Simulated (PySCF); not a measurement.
Input of a run (PBE0-D3(BJ)/def2-SVP geometry optimisation, gas phase (PySCF 2.14.0)), started from GFN2-xTB:
```
{"job": {"xc": "PBE0", "basis": "def2-SVP", "d3": "d3bj", "grid": 1, "kind": "geom"}, "charge": 0, "multiplicity": 1}
C     -1.880148     2.616488    -1.435030
C     -2.121030     1.508403    -1.032622
C     -2.451297     0.225286    -0.572524
C     -1.577346    -0.623064    -0.007159
C     -1.718562    -2.014992     0.555525
C     -0.214481    -1.962001     0.902289
C     -0.169487    -0.582874     0.312966
C      0.797133     0.345690     0.137690
C      2.156882     0.196998     0.532702
C      3.078269     1.337578     0.241260
S      2.736652    -1.156335     1.272589
H     -1.656191     3.580461    -1.783491
H     -3.487450    -0.068301    -0.693617
H     -2.386997    -2.091360     1.411999
H     -1.994964    -2.772270    -0.176774
H      0.416462    -2.685947     0.388857
H      0.026664    -1.998399     1.963569
H      0.522521     1.278936    -0.339358
H      2.669105     2.267136     0.636876
H      3.187273     1.456096    -0.837772
H      4.058073     1.159413     0.676258
```

Output (energies in Eh, forces in Eh/bohr):
```
step   0  E = -784.14803774  max force = 0.019368
step   1  E = -784.15133034  max force = 0.003178
step   2  E = -784.15121552  max force = 0.001847
step   3  E = -784.15135620  max force = 0.001171
step   4  E = -784.15138603  max force = 0.000598
step   5  E = -784.15138020  max force = 0.000855
step   6  E = -784.15139521  max force = 0.000218
optimisation converged
```

Task: Summarise the run.

Result: The energy falls by 2.1 kcal/mol over 7 energy and gradient evaluations, the largest force component goes from 0.0194 to 2.2e-04 Eh/bohr, and the atoms move by 0.058 Å rms after alignment. Among the bonds, C8–C9 and C1–H12 change most and about equally (+0.024 to +0.025 Å). Bonds longer at the end by more than 0.005 Å: 20 of 21; shorter: 0. Among the angles that change most is C8–C9–C10, from 117.1° to 114.8°. The energy rose by more than 1e-6 Eh at steps 2 and 5. The first step brought 98 % of the lowering.

Task: What are the final bond lengths?

Result: C1≡C2 1.216 Å, C2–C3 1.414 Å, C3=C4 1.353 Å, C4–C5 1.515 Å, C5–C6 1.554 Å, C6–C7 1.507 Å, C7=C8 1.357 Å, C8–C9 1.448 Å, C9–C10 1.502 Å, C9=S11 1.647 Å, C4–C7 1.460 Å, C1–H12 1.074 Å, C3–H13 1.096 Å, C5–H14 1.101 Å, C5–H15 1.101 Å, C6–H16 1.101 Å, C6–H17 1.101 Å, C8–H18 1.095 Å, C10–H19 1.103 Å, C10–H20 1.104 Å, C10–H21 1.096 Å. Numbering counts from 1 in the input's order; the species is `C#C/C=C1/CC/C1=C\C(C)=S`.

The run used 208 basis functions and 53 SCF cycles in all.

Not checked by PBE0-D3(BJ)/def2-SVP frequencies. One conformer, not necessarily the lowest.

Conformer computed: `[CH:1]#[C:2]/[CH:3]=[C:4]1/[CH2:5][CH2:6]/[C:7]1=[CH:8]\[C:9]([CH3:10])=[S:11]`: C7–C8–C9–C10 179°.
